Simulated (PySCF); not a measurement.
A structure optimised at PBE-D3(BJ)/def2-TZVP, used in a PySCF frequency run:

```
Al
O 1 1.6134
Cl 1 2.0778 2 180.00
```
Charge 0, spin multiplicity 1.

Problem. Write its SMILES, formula and point group.

Solution. [O]=[Al][Cl], AlClO, C∞v

Problem. What are its rotational constants (standard atomic weights)?

Solution. 3.0534 GHz (linear rotor, B only)
